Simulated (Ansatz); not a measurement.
Input for Ansatz (a program for electronic structure): R-CCSD(T)/def2-TZVPP on H2S2Se (SMILES S[Se]S), a point of a torsion scan. The run froze 24 orbitals, filled d shells among them.

Ansatz 0.2 input:
```yaml
crystal:
  periodic: [false, false, false]
  atoms:
    - {symbol: S, position_ang: [1.69267780, -0.51469243, -0.62572788]}
    - {symbol: Se, position_ang: [-0.46337415, -0.52895564, -1.04424630]}
    - {symbol: S, position_ang: [-1.38746724, -0.58598479, 0.93066744]}
    - {symbol: H, position_ang: [1.72218494, 0.62294203, 0.07687901]}
    - {symbol: H, position_ang: [-1.50056643, 0.73660158, 1.10451206]}
basis:
  gaussian:
    orbitals: def2-TZVPP
magnetization: {spin_polarized: false}
correlation: {method: ccsd_t, electrons: outside_noble_gas}
scf: {lower_state_search: off}
```

Output:

```
WARN ansatz: RAYON_NUM_THREADS=1 ignored (pool sized by the plan → 1); use --threads N
Functional definition: HF
these checks for a lower state are left out or cut short: stability, starts, cluster_reference, orbital_swaps, neighbouring_geometries, increment
integrals: 0.42 GiB planned
963 factors; integrals over basis functions are off by at most 1.0e-3 eV
mean field: 0.55 GiB planned
mean field evaluation 1: about -86969.1138 eV, gradient 1.6e1 eV
mean field evaluation 2: about -86969.3746 eV, gradient 1.6e1 eV
mean field evaluation 4: about -86970.4628 eV, gradient 2.6e0 eV
mean field evaluation 8: about -86970.5021 eV, gradient 2.4e-1 eV
mean field -86970.50256454 eV, -3196.1070185229 hartree, gradient 5.2e-6 eV, S^2 0.000000; 0 other end points of the search recorded, 0 dependent functions left out
24 core orbitals not correlated
reference -86970.50256454 eV, -3196.1070185229 hartree; 10, 10 occupied and 126, 126 virtual orbitals, 963 factors
second order -13.81442231 eV of doubles, -0.00000000 eV of singles
coupled cluster: 1.00 GiB planned
cycle   1  -14.59989485 eV  change   -7.9e-1 eV  update   9.1e-2
cycle   2  -15.00455531 eV  change   -4.0e-1 eV  update   2.7e-2
cycle   3  -15.07395347 eV  change   -6.9e-2 eV  update   1.4e-2
cycle   4  -15.06822845 eV  change    5.7e-3 eV  update   4.2e-3
cycle   5  -15.06702549 eV  change    1.2e-3 eV  update   2.4e-3
cycle   6  -15.06690661 eV  change    1.2e-4 eV  update   9.6e-4
cycle   7  -15.06680832 eV  change    9.8e-5 eV  update   3.4e-4
cycle   8  -15.06689701 eV  change   -8.9e-5 eV  update   1.1e-4
cycle   9  -15.06690717 eV  change   -1.0e-5 eV  update   4.7e-5
cycle  10  -15.06688266 eV  change    2.5e-5 eV  update   2.2e-5
perturbative correction -0.74252572 eV, -0.0272873170 hartree
Total energy: -86986.31197293 eV, -3196.6880035651 hartree
Checks for a lower state left out: stability, starts, cluster_reference, orbital_swaps, neighbouring_geometries, increment
```

The run converged.

Cost: very roughly 16 core-seconds.
